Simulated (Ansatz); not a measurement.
What each rung costs, and what it gives

Saddle point of SiNH₃F₄, singlet (SiF₄ ([F][Si]([F])([F])[F]) + NH₃ → SiNH₂F₃ ([NH2][Si]([F])([F])[F]) + HF; bonds formed: F2–H6; dative contacts that become bonds: Si1–N7; bonds broken: Si1–F2, H6–N7), PBE0-D4/def2-TZVP structure:

| atom | x (Å) | y (Å) | z (Å) |
| --- | --- | --- | --- |
| Si1 | -0.7033 | 0.3479 | -0.0571 |
| F2 | -0.3529 | -1.5719 | -0.7456 |
| F3 | -1.0656 | 0.6572 | -1.5554 |
| F4 | -1.7595 | -0.3433 | 0.8801 |
| F5 | -0.7137 | 1.8279 | 0.5481 |
| H6 | 0.6212 | -1.1798 | -0.3073 |
| N7 | 1.0147 | -0.0930 | 0.2505 |
| H8 | 1.2702 | -0.1246 | 1.2305 |
| H9 | 1.6888 | 0.4796 | -0.2439 |

Barriers are electronic and count from the start structure reached by relaxing down the imaginary mode.

Computed with Ansatz 0.2.0 (basis: as named in each row); correlated methods freeze the cores. B3LYP uses VWN-RPA correlation. Extrapolation: Hartree–Fock as exp(−7.88 √X), correlation as X^−2.97.

Times are rough, for one single point on 8 threads of a shared host (Arm Neoverse V2).

The estimate by CCSD(T) at an estimated basis limit (MP2 extrapolated from triple and quadruple zeta, plus CCSD(T) − MP2 in triple zeta) is 38.32 kcal/mol.

| method | basis | time (s) | barrier (kcal/mol) | method less estimate |
| --- | --- | --- | --- | --- |
| HF | STO-3G | under 1 | 30.76 | -7.56 |
| PBE-D4 | STO-3G | under 1 | -3.02 | -41.34 |
| SPW92 | def2-SVP | under 1 | 25.68 | -12.64 |
| B3LYP-D4 | 6-31G | under 1 | 34.47 | -3.84 |
| PBE-D4 | def2-SVP | under 1 | 29.22 | -9.09 |
| PBE0-D4 | def2-SVP | under 1 | 33.16 | -5.16 |
| SPW92 | def2-TZVPP | under 1 | 27.81 | -10.51 |
| PBE-D4 | def2-TZVPP | 1 | 31.11 | -7.20 |
| BLYP-D4 | def2-TZVPP | 1 | 33.21 | -5.10 |
| B3LYP-D4 | def2-TZVPP | 2 | 35.82 | -2.50 |
| BHLYP-D4 | def2-TZVPP | 2 | 39.94 | 1.63 |
| PBE0-D4 | def2-TZVPP | 2 | 34.66 | -3.66 |
| CAM-B3LYP-D4 | def2-TZVPP | 2 | 36.16 | -2.16 |
| r2SCAN-D4 | def2-TZVPP | 2 | 34.91 | -3.40 |
| wB97M-V | def2-SVP | 2 | 34.31 | -4.01 |
| r2SCAN0-D4 | def2-TZVPP | 3 | 37.03 | -1.28 |
| B2PLYP | def2-TZVPP | 3 | 36.74 | -1.58 |
| PBE-QIDH | def2-TZVPP | 3 | 37.05 | -1.26 |
| RPA on PBE | def2-TZVPP | 3 | 37.19 | -1.12 |
| wB97X-V | def2-TZVPP | 4 | 36.48 | -1.83 |
| CCSD(T) | def2-SVP | 4 | 38.38 | 0.06 |
| B97M-V | def2-TZVPP | 4 | 38.67 | 0.35 |
| wB97M-V | def2-TZVPP | 4 | 36.21 | -2.10 |
| MP2 | def2-QZVPP | 11 | 37.08 | -1.24 |
| CCSD(T) | def2-TZVPP | 130 | 37.82 | -0.50 |

All methods are single points on the PBE0-D4 structures; a negative value means that the method puts the saddle structure below the start.

No T1 diagnostic of these runs exceeds 0.012.

The step is the kind of exchange with an N–H group that builds nitride films in atomic layer and chemical vapour deposition.

Labels in which every atom is bracketed show which atoms are joined, not bond orders.
